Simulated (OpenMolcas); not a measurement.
# Ne⁵⁺: the spin-orbit constant, worked from levels

```json
{
 "Program": "OpenMolcas",
 "Basis": "ANO-R2 [4s4p2d1f]",
 "Scalar Hamiltonian": "X2C, finite nucleus",
 "Active space": "3 electrons in 4 orbitals (2s 2p)",
 "State averaging": "2S+1 = 4 odd, 1 root (0 in the spin-orbit step); 2S+1 = 2 odd, 3 roots; 2S+1 = 4 even, 3 roots; 2S+1 = 2 even, 5 roots",
 "Spin-orbit coupling": "RASSI with atomic mean-field integrals over the reference wave functions, term energies averaged over their components"
}
```

Methods: CASSCF; SS-CASPT2, IPEA 0.25 Eh, imaginary shift 0.1 Eh (closed shells correlated: 1s). Measured levels: NIST levels in Podobedova, Fuhr, Reader and Wiese, J. Phys. Chem. Ref. Data 33, 525 (2004).

**The spin-orbit constant.** For the Hund term ²P° of p1, E(J) = (A/2) J(J+1) + constant and ζ = 2S·A = A. From J = 1/2 to J = 3/2 the energy changes by 1.5 A.

```tsv
Source	E(3/2) - E(1/2)	A	ζ
CASSCF	1238.5	825.7	826
SS-CASPT2	1238.5	825.7	826
measured	1310.0	873.3	873
```

All in cm-1. SS-CASPT2 is off by -5.5 % and CASSCF by -5.5 %. Both methods take the spin-orbit matrix elements from the reference wave functions, so the second can move ζ only through the term energies and any multistate remixing.

Computed and measured levels are paired by configuration, term and J; levels that our copy of the source lacks, or whose pairing is in doubt (as where it misses far off the trend of its configuration), stay unpaired and out of the deviations. Levels of configurations outside the active space are missing.

° marks odd parity.
